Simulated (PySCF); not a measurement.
**Phosphorus: a sound run and one with changed settings**

Sound run: P⁺ [Ne] 3s2 3p2, P²⁺ [Ne] 3s2 3p1. Calculation: PySCF 2.14, in aug-cc-pVDZ-DK (5s4p2d, 27 functions); scalar relativity by spin-free X2C-1e. The sound run starts from symmetry-adapted Hartree-Fock orbitals and uses a fine grid where one is needed.

A second run was set up differently.

```csv
species,method,sound run (hartree),changed run (hartree),converged
P⁺,UHF,-341.15940,-341.15940,yes
P⁺,BP86,-341.72787,-341.83046,yes
P⁺,M06-L,-341.67846,-341.80575,yes
P²⁺,UHF,-340.45529,-340.45529,yes
P²⁺,BP86,-340.99893,-341.07320,yes
P²⁺,M06-L,-340.95582,-341.02607,yes
```

Ionisation energy of P⁺:

```tsv
method	sound run (eV)	changed run (eV)
UHF	19.160	19.160
BP86	19.836	20.606
M06-L	19.664	21.216
```

Question: What was changed?
A. too few SCF iterations
B. radial grid too coarse
C. level shift left on
D. a valence shell is frozen

Answer: B. It used radial step 0.8 in ln r (0.13 in the sound run). A coarse radial grid mis-integrates the density and the exchange-correlation energy, with errors of either sign; Hartree-Fock needs no grid.
